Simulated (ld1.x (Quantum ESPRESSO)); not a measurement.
# iodine (I) TM: all-electron and pseudo phase curves

ld1.x (Quantum ESPRESSO) 7.5 input, shortened:

```
&input
   title='I', zed=53., rel=1, dft='PBE', iswitch=3,
   config='[Kr] 4d10 5s2 5p5'
 /
 &inputp
   pseudotype=2, tm=.true., lloc=0,
   nlcc=.false.
 /
3
5P  2  1   5.00   0.00  1.90  1.90  0.0
4D  3  2  10.00   0.00  1.40  1.40  0.0
5S  1  0   2.00   0.00  1.60  1.60  0.0
 &test
   configts(1)='4d10 5s2 5p5'
 /
```

The phase is arctan(r·u′/u) with u = r·R(r), unwrapped; energies in Ry, scanned from -6 to 5 Ry. A pole is an energy at which the radial function vanishes at the test radius. The pseudo phase is shifted by a multiple of π to meet the all-electron one at the reference energy, and phase errors are pseudo minus all-electron; the curves can meet again beyond the range given. Levels narrower than the energy grid can be missing from the lists of poles.

Question: For each channel, where are the poles, and over which energies does the pseudopotential scatter like the atom?

Answer:

```tsv
channel	radius (bohr)	reference energy (Ry)	poles, all-electron	poles, pseudo	unbroken range about the reference energy with phases within 0.05 rad	phase error 1 Ry above the reference energy (rad)
s	2.06	-1.28	1.52	1.38	below 3.7	-0.003
p	2.06	-0.52	3.41	3.17	the whole range	-0.005
d	2.06	-3.70	-3.56	-3.55	below -0.2	+0.007
```

Phases in the d channel:

| E (Ry) | all-electron | pseudo |
| --- | --- | --- |
| -6.00 | 1.353 | 1.355 |
| -5.48 | 1.336 | 1.338 |
| -4.96 | 1.310 | 1.313 |
| -4.44 | 1.255 | 1.260 |
| -3.92 | 0.825 | 0.838 |
| -3.40 | -1.665 | -1.662 |
| -2.88 | -1.765 | -1.760 |
| -2.36 | -1.810 | -1.802 |
| -1.84 | -1.848 | -1.835 |
| -1.32 | -1.889 | -1.870 |
| -0.80 | -1.939 | -1.910 |
| -0.28 | -2.008 | -1.960 |
| 0.24 | -2.112 | -2.029 |
| 0.76 | -2.285 | -2.129 |
| 1.28 | -2.609 | -2.286 |
| 1.80 | -3.192 | -2.553 |
| 2.32 | -3.813 | -3.003 |
| 2.84 | -4.177 | -3.560 |
| 3.36 | -4.369 | -3.974 |
| 3.88 | -4.481 | -4.215 |
| 4.40 | -4.555 | -4.359 |
| 4.92 | -4.607 | -4.451 |
